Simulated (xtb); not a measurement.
F₃H₃OSiSn, SMILES [F][Sn]([F])([F])[O][SiH3]. All values are semi-empirical tight-binding results from xtb (GFN2-xTB unless named), good for trends rather than for accurate numbers. Geometry: GFN2-xTB. The structure was generated by enumeration; whether it is a known compound was not checked. One conformer was computed; it need not be the lowest.

Optimised geometry:

Bonded distances (Å): F1–Sn2 1.901, Sn2–F3 1.914, Sn2–F4 1.911, Sn2–O5 1.877, O5–Si6 1.661, Si6–H7 1.462, Si6–H8 1.462, Si6–H9 1.458. Bond angles (°): F1–Sn2–F3 108.3, F1–Sn2–F4 107.4, F1–Sn2–O5 111.3, F3–Sn2–F4 106.3, F3–Sn2–O5 111.6, F4–Sn2–O5 111.8, Sn2–O5–Si6 133.4, O5–Si6–H7 109.5, O5–Si6–H8 109.6, O5–Si6–H9 95.4, H7–Si6–H8 111.2, H7–Si6–H9 115.0, H8–Si6–H9 115.0.

For metal compounds this method's bond lengths and energies can be far off.

Computed properties:
```json
{
  "orbital_gap": "2.84 eV",
  "zero_point_energy": "19.1 kcal/mol",
  "G − E(el) at 298.15 K (modified RRHO)": "-4.8 kcal/mol"
}
```

Computed atomic charges and the Wiberg bond orders between heavy atoms:
charges (e) F1 -0.21, Sn2 0.64, F3 -0.23, F4 -0.22, O5 -0.40, Si6 0.54, H7 -0.05, H8 -0.05, H9 -0.03. Bond orders F1–Sn2 0.83, Sn2–F3 0.81, Sn2–F4 0.82, Sn2–O5 0.76, O5–Si6 0.95.
